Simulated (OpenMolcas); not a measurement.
## Fe4+: moving or changing the point charges

Fe4+ among 6 point charges of -1.5 e arranged as a trigonal prism (D3h), 2.12 Å from the ion, with a polar angle of 52.5° against the regular 49.1°.
```
   1.6827    0.0000    1.2895  -1.50
  -0.8414    1.4573    1.2895  -1.50
  -0.8414   -1.4573    1.2895  -1.50
   1.6827    0.0000   -1.2895  -1.50
  -0.8414    1.4573   -1.2895  -1.50
  -0.8414   -1.4573   -1.2895  -1.50
```

```json
{
  "Program": "OpenMolcas",
  "Method": "CASSCF",
  "Basis": "ANO-RCC-VDZP [5s4p2d1f]",
  "Scalar Hamiltonian": "DKH2, point nucleus",
  "Active space": "4 electrons in 5 orbitals (3d)",
  "State averaging": "2S+1 = 5 even, 5 roots; 2S+1 = 3 even, 45 roots; 2S+1 = 1 even, 50 roots",
  "Spin-orbit coupling": "RASSI with atomic mean-field integrals over the reference wave functions"
}
```

Runs around this geometry, states (labels of D3, the rotations of D3h). Energies in cm-1 above the lowest state or level, χT in cm3 K/mol.

| R (Å) | q (e) | Polar angle / regular | Ground state | First state of that spin | First gap with spin-orbit (degeneracies) | χT at 300 K | First state of another spin |
| --- | --- | --- | --- | --- | --- | --- | --- |
| 2.12 | -1.5 | 0.98 | 5E | 5A1 191.0 | 53.3 (1, 2) | 1.546 | 3E 26514 |
| 2.12 | -1.2 | 1.07 | 5E | 5A1 498.0 | 72.5 (1, 2) | 1.534 | 3E 26597 |
| 1.99 | -1.5 | 1.07 | 5E | 5A1 879.6 | 44.4 (1, 2) | 1.735 | 3E 26587 |
| 2.12 | -1.5 | 1.07 | 5E | 5A1 621.0 | 61.0 (1, 2) | 1.609 | 3E 26594 |
| 2.36 | -1.5 | 1.07 | 5E | 5A1 343.1 | 80.4 (1, 2) | 1.466 | 3E 26598 |

Taking the first state of the same spin as R^-n, n = -ln(343.1 / 879.6) / ln(2.36 / 1.99) = 5.5 between the shortest and longest distance.

Scaling the charges by -1.2 / -1.5 = 0.80 scales the first state of the same spin by 498 / 621 = 0.80; with fixed orbitals a first-order splitting would follow the charge.

An orbital doublet at a regular site is open to a Jahn-Teller distortion, which this geometry leaves out. Without dynamic correlation the repulsion within the d shell is too large (B by tens of per cent), so at a given field states of lower spin stand too high. Point charges give a weaker field than real ligands, and real ions of this kind are often low spin; the high spin found here belongs to the model. The ground term spreads over less than 5000 cm-1, several times less than with real ligands, so orbital moments are less quenched and χT lies further from the spin-only value than at real sites. Spin-orbit coupling mixes the spin-free states strongly: the lowest level takes only 64 % from its leading state, 5E (figures for R = 2.12, q = -1.5, ratio = 0.98; the like holds for R = 2.36, q = -1.5, ratio = 1.07). This is an electrostatic model: the charges have no orbitals. An unlabelled pair can be two single states that coincide in this model. No measured value stands beside these numbers.
